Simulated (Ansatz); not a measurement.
Coupled-cluster run, CH5BCl2Se.

```yaml
crystal:
  periodic: [false, false, false]
  atoms:
    - {symbol: C, position_ang: [-1.017271, -1.120576, 0.216347]}
    - {symbol: B, position_ang: [0.363655, -0.887008, -0.449332]}
    - {symbol: Cl, position_ang: [1.854278, -1.025702, 0.469515]}
    - {symbol: Cl, position_ang: [0.508500, -0.650982, -2.183716]}
    - {symbol: Se, position_ang: [0.167109, 2.513478, 0.085257]}
    - {symbol: H, position_ang: [-1.020036, -0.851722, 1.273039]}
    - {symbol: H, position_ang: [-1.240796, -2.193940, 0.154291]}
    - {symbol: H, position_ang: [-1.819530, -0.595238, -0.302738]}
    - {symbol: H, position_ang: [0.855996, 2.422757, 1.377141]}
    - {symbol: H, position_ang: [1.431194, 2.337732, -0.636802]}
basis:
  gaussian: {orbitals: def2-SVP}
correlation: {method: ccsd_t}
```

```sh
$ ansatz run in.yaml --threads 4 --pin off --events-out ev --progress --plain --max-ram 10444MiB
```

Output of Ansatz, abridged:

```
Functional definition: HF
1178 factors; integrals over basis functions are off by at most 1.3e-3 eV
mean field evaluation 1: about -92074.7555 eV, gradient 2.6e1 eV
mean field evaluation 2: about -92074.8273 eV, gradient 2.6e1 eV
mean field evaluation 4: about -92076.9785 eV, gradient 2.5e0 eV
mean field evaluation 8: about -92077.0108 eV, gradient 1.6e-1 eV
mean field evaluation 16: about -92076.9247 eV, gradient 5.1e-1 eV
mean field -92077.01096782 eV, -3383.7677410279 hartree, gradient 7.3e-6 eV, S^2 0.000000; 0 other end points of the search recorded, 0 dependent functions left out
21 core orbitals not correlated: weight in the atoms' cores, before any rotation towards them, 1.000 or more for the frozen orbitals, at most 0.000 for the correlated occupied ones
reference -92077.01096782 eV, -3383.7677410279 hartree; 21, 21 occupied and 79, 79 virtual orbitals, 1178 factors
second order -20.29686192 eV of doubles, -0.00000000 eV of singles
cycle   1  -21.22391984 eV  change   -9.3e-1 eV  update   9.3e-2
cycle   2  -21.72360600 eV  change   -5.0e-1 eV  update   2.7e-2
cycle   3  -21.79674649 eV  change   -7.3e-2 eV  update   1.2e-2
cycle   4  -21.79011731 eV  change    6.6e-3 eV  update   3.3e-3
cycle   5  -21.79068969 eV  change   -5.7e-4 eV  update   1.3e-3
cycle   6  -21.78993104 eV  change    7.6e-4 eV  update   3.7e-4
cycle   7  -21.78988909 eV  change    4.2e-5 eV  update   1.1e-4
cycle   8  -21.78995225 eV  change   -6.3e-5 eV  update   3.9e-5
cycle   9  -21.78995676 eV  change   -4.5e-6 eV  update   1.2e-5
perturbative correction -0.54921971 eV, -0.0201834522 hartree
Total energy: -92099.35014430 eV, -3384.5886906214 hartree
```

Run time 10 s (4 threads of an Arm Neoverse V2 on a shared host); peak host memory 0.64 GiB.

MP2 recovers 90.9 % of the CCSD(T) correlation energy and the triples give 2.5 %; T1 = 0.0094.
